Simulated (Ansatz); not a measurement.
Calculated with Ansatz (gas phase, PBE0-D4/def2-TZVP geometries, no zero-point term in ΔE). CBS: MP2 limit from def2 TZ/QZ plus the TZ coupled-cluster correction, frozen cores. Functionals use def2-TZVPP. def2 core potentials past Kr. For In, Se outer-core shells are correlated without core-valence functions, which leaves a few kJ/mol of doubt a bond. Scalar relativity is left out up to krypton. Each species was taken in one conformer, which may not be the lowest.

Reaction (formal exchange of groups at the Se–In bond): `[Cl][InH][SeH]` + `[SeH][SiH2][SeH]` → `[SeH][SiH]([SeH])[SeH]` + `[Cl][InH2]`

`[Cl][InH][SeH]`:

Z-matrix (Å, degrees):
```
In
Cl 1 2.330
Se 1 2.485 2 110.9
H 1 1.702 2 119.0 3 180.0
H 3 1.470 1 91.8 2 180.0
```

`[SeH][SiH2][SeH]`:

Cartesian coordinates in Å:
```
Se 0.090 1.164 1.612
Si 0.457 0.242 -0.434
Se -0.846 -1.564 -0.894
H -1.344 1.348 1.356
H 0.155 1.179 -1.542
H 1.901 -0.090 -0.411
H -0.413 -2.279 0.313
```

`[SeH][SiH]([SeH])[SeH]`:

```xyz
8

Se    1.922   -1.099    0.697
Si   -0.162   -0.304    0.271
Se   -0.523    0.380   -1.866
Se   -0.496    1.518    1.586
H     2.563    0.099    0.137
H    -1.052   -1.439    0.613
H    -0.466   -0.993   -2.392
H    -1.786    1.839    0.954
```

`[Cl][InH2]`:

Z-matrix (Å, degrees):
```
In
Cl 1 2.343
H 1 1.705 2 112.5
H 1 1.705 2 112.5 3 180.0
```

| level | ΔE (kJ/mol) |
| --- | --- |
| r2SCAN | 47.8 |
| MP2/def2-TZVPP | 47.0 |

Problem. What does CCSD(T)/CBS give? (Estimate.)

Solution. Ansatz gave: +49.8 kJ/mol. The listed levels differ from it by -2.0, -2.8 kJ/mol.

Largest T1 diagnostic among the species: 0.014.

The D4 term adds −8.9 kJ/mol with B3LYP and −4.6 kJ/mol with PBE0; it sums over pairs of atoms, weighted by their polarisabilities, and B3LYP, whose exchange is more repulsive, gets the larger term. In def2-TZVPP, CCSD(T) changes the Hartree–Fock value by −14.2 kJ/mol (the triples alone add −1.7 kJ/mol) and MP2 by −16.0 kJ/mol.

B3LYP here is the variant with VWN-RPA as its local correlation; programs differ in this.
